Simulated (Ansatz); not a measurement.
```yaml
crystal:
  periodic: [false, false, false]
  atoms:
    - {symbol: Si, position_ang: [-1.235313, 1.220562, -0.587844]}
    - {symbol: Sb, position_ang: [0.494221, -0.443862, -1.531222]}
    - {symbol: Si, position_ang: [1.467979, -0.756595, 0.836375]}
    - {symbol: Cl, position_ang: [-0.981596, -2.295765, -1.300151]}
    - {symbol: H, position_ang: [-2.301991, 1.434604, -1.598602]}
    - {symbol: H, position_ang: [-1.825505, 0.703917, 0.672354]}
    - {symbol: H, position_ang: [-0.540636, 2.511627, -0.329142]}
    - {symbol: H, position_ang: [0.379562, -0.906740, 1.834472]}
    - {symbol: H, position_ang: [2.336936, -1.960776, 0.846621]}
    - {symbol: H, position_ang: [2.289441, 0.442028, 1.160139]}
basis:
  gaussian: {orbitals: def2-TZVPP}
hamiltonian: {xc: {name: r2SCAN}, dispersion: d4}
```

```sh
$ ansatz run in.yaml --threads 4 --pin off --events-out ev --progress --plain --max-ram 10444MiB
```

Output, abridged:

```
Functional definition: r2SCAN
1607 factors; their error is unknown
mean field evaluation 1: about -34914.1181 eV, gradient 2.2e1 eV
mean field evaluation 2: about -34913.0723 eV, gradient 3.0e1 eV
mean field evaluation 4: about -34915.7723 eV, gradient 2.0e0 eV
mean field evaluation 8: about -34915.7830 eV, gradient 5.4e-2 eV
mean field evaluation 16: about -34915.7359 eV, gradient 5.3e-5 eV
mean field -34915.73586436 eV, -1283.1296262795 hartree, gradient 5.3e-5 eV, S^2 0.000000; 0 other end points of the search recorded, 0 dependent functions left out
reference -34915.73587968 eV, -1283.1296268423 hartree; 37, 37 occupied and 223, 223 virtual orbitals, 1607 factors
Total energy: -34915.81199677 eV, -1283.1324240941 hartree
```

It took 7 s on 4 threads of an Arm Neoverse V1 on a shared host, with 0.52 GiB of host memory at the peak.
